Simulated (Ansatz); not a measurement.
A run for Ansatz (an electronic-structure program): R-B3LYP/def2-TZVPPD on C3H8N2 (a complex), monomers drawn apart or pushed together. Files ending in .json are basis or fitting sets from the Basis Set Exchange.

Ansatz 0.2 input:
```yaml
crystal:
  periodic: [false, false, false]
  atoms:
    - {symbol: C, position_ang: [0.19250141, 1.30180665, 0.16281910]}
    - {symbol: C, position_ang: [-0.63658801, 0.10867104, 0.14241081]}
    - {symbol: N, position_ang: [-1.29259930, -0.83563949, 0.16213596]}
    - {symbol: H, position_ang: [-0.28916587, 2.10573048, -0.39424763]}
    - {symbol: H, position_ang: [0.32421596, 1.60196636, 1.20467507]}
    - {symbol: H, position_ang: [1.16360358, 1.09380567, -0.28701486]}
    - {symbol: C, position_ang: [0.84283804, -0.63715226, 4.51276284]}
    - {symbol: N, position_ang: [-0.16523039, 0.40533703, 4.30707794]}
    - {symbol: H, position_ang: [1.76567159, -0.18221558, 4.87663196]}
    - {symbol: H, position_ang: [1.06179089, -1.11370434, 3.55661432]}
    - {symbol: H, position_ang: [0.55097511, -1.42500903, 5.21830823]}
    - {symbol: H, position_ang: [-0.41075016, 0.84458371, 5.18616617]}
    - {symbol: H, position_ang: [-1.01367909, -0.00181066, 3.93011683]}
basis:
  gaussian:
    orbitals: def2-TZVPPD.json
hamiltonian:
  xc: {name: B3LYP}
scf: {lower_state_search: off}
```

Program output:

```
WARN ansatz: RAYON_NUM_THREADS=1 ignored (pool sized by the plan → 1); use --threads N
Functional definition: B3LYP
these checks for a lower state are left out or cut short: stability, starts, cluster_reference, orbital_swaps, neighbouring_geometries, increment
integrals: 0.23 GiB planned
1352 factors; their error is unknown
mean field: 1.44 GiB planned
mean field evaluation 1: about -6209.9139 eV, gradient 8.2e1 eV
mean field evaluation 2: about -6194.3814 eV, gradient 1.1e2 eV
mean field evaluation 4: about -6223.5624 eV, gradient 1.1e1 eV
mean field evaluation 8: about -6223.8057 eV, gradient 2.1e-1 eV
mean field evaluation 16: about -6223.7874 eV, gradient 1.4e-4 eV
mean field -6223.78736788 eV, -228.7199671348 hartree, gradient 1.6e-6 eV, S^2 0.000000; 0 other end points of the search recorded, 0 dependent functions left out
reference -6223.78769441 eV, -228.7199791347 hartree; 20, 20 occupied and 301, 301 virtual orbitals, 1352 factors
Total energy: -6223.78769441 eV, -228.7199791347 hartree
Checks for a lower state left out: stability, starts, cluster_reference, orbital_swaps, neighbouring_geometries, increment
```

Self-consistency was reached.

Cost: roughly 7 core-seconds.
